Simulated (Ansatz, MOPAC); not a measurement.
Gas-phase reaction in SMILES: [SiH3][Si](Cl)(Cl)Cl [trichloro(silyl)silane] -> [SiH2][Si](Cl)(Cl)Cl + H atom (the H-Si bond breaks)

Wanted: bond dissociation energy (enthalpy at 298 K), in kcal/mol. Conventions: frozen cores in correlated levels; spin-orbit terms left out; non-relativistic; UHF or UKS for open shells; dispersion terms only where a functional's name holds one. CBS(X,Y): correlation extrapolated as X^-3; Hartree-Fock from the larger set. Ab initio and DFT rows: single points at B3LYP-D3(BJ) geometries (Ansatz, an electronic-structure program), with unscaled harmonic terms from B3LYP/6-31G* (Ansatz) at its own minima. Semi-empirical rows: MOPAC heats of formation at their own minima for 298 K.

```json
[
 {"species": "[SiH3][Si](Cl)(Cl)Cl", "coefficient": "-1", "E at B3LYP/STO-3G (Ansatz), Eh": "-1939.79158", "E at B3LYP/def2-TZVPD (Ansatz), Eh": "-1961.69091", "H(298 K) - E, kcal/mol": "25.14", "heat of formation at AM1 (MOPAC), kcal/mol": "-113.47"},
 {"species": "[SiH2][Si](Cl)(Cl)Cl", "coefficient": "+1", "E at B3LYP/STO-3G (Ansatz), Eh": "-1939.12392", "E at B3LYP/def2-TZVPD (Ansatz), Eh": "-1961.04170", "H(298 K) - E, kcal/mol": "19.10", "heat of formation at AM1 (MOPAC), kcal/mol": "-95.55"},
 {"species": "H atom", "coefficient": "+1", "E at B3LYP/STO-3G (Ansatz), Eh": "-0.46753", "E at B3LYP/def2-TZVPD (Ansatz), Eh": "-0.50215", "H(298 K) - E, kcal/mol": "1.48", "heat of formation at AM1 (MOPAC), kcal/mol": "52.10"}
]
```

Coupled cluster (Ansatz) is a level with limits of its own, used here on species with T1 under 0.025 (0.045 for open shells) and stable references: CCSD(T)/CBS(cc-pV(T+d)Z,cc-pV(Q+d)Z). Value to compare with, CCSD(T)/CBS(cc-pV(T+d)Z,cc-pV(Q+d)Z) (Ansatz): 89.6 kcal/mol. 1 Eh = 627.5095 kcal/mol.

Task: Work the quantity out at each level, and compare with CCSD(T)/CBS(cc-pV(T+d)Z,cc-pV(Q+d)Z) (Ansatz).

Result: 
- B3LYP/STO-3G: the sum of coefficient times E is 0.20013 Eh, or 125.58 kcal/mol; the thermal terms add -4.56. Result: 121.0 kcal/mol. Its difference against CCSD(T)/CBS(cc-pV(T+d)Z,cc-pV(Q+d)Z) (Ansatz) is 31.4 kcal/mol.
- B3LYP/def2-TZVPD: the sum of coefficient times E is 0.14706 Eh, or 92.28 kcal/mol; the thermal terms add -4.56. Result: 87.7 kcal/mol. Its difference against CCSD(T)/CBS(cc-pV(T+d)Z,cc-pV(Q+d)Z) (Ansatz) is -1.9 kcal/mol.
- AM1: the sum of coefficient times heat of formation is 70.02 kcal/mol; it needs no thermal term. Its difference against CCSD(T)/CBS(cc-pV(T+d)Z,cc-pV(Q+d)Z) (Ansatz) is -19.6 kcal/mol.
